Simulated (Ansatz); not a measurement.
FGeH₅O₂Si, SMILES `[OH][GeH2][SiH](O)F`, relaxed with RKS PBE0-D4/def2-TZVP in Ansatz from a GFN2-xTB geometry. The force threshold is 0.005 eV/Å; the program also tests the step.

Charge 0, multiplicity 1.

Start:

```xyz
10

O     1.475    1.211   -1.314
Ge    0.051    0.194   -1.271
Si   -0.170   -0.803    0.816
O    -0.699    0.389    1.771
F    -1.323   -1.929    0.786
H     1.542    1.898   -0.655
H    -1.112    1.059   -1.738
H     0.369   -0.723   -2.422
H     0.955   -1.523    1.399
H    -1.088    0.227    2.629
```

Q: How much energy does the relaxation release, and in how many steps? (An estimate is asked.)

A: The calculation gave: 4.28 kcal/mol, in 21 steps, 1 of them rejected.

Q: Which bonds change most? (An estimate is asked.)

A: The calculation gave: Ge2–Si3 from 2.324 to 2.388 Å; O1–Ge2 from 1.751 to 1.790 Å; Ge2–H8 from 1.506 to 1.535 Å; Si3–H9 from 1.458 to 1.486 Å.

Q: Give the relaxed structure. (Best estimate.)

A: Computed: 
```xyz
10

O     1.296    1.456   -1.104
Ge    0.123    0.133   -1.381
Si   -0.320   -0.834    0.757
O    -0.395    0.471    1.746
F    -1.717   -1.616    0.751
H     1.052    1.979   -0.335
H    -1.161    0.694   -2.027
H     0.831   -0.809   -2.365
H     0.676   -1.815    1.262
H    -0.385    0.341    2.696
```
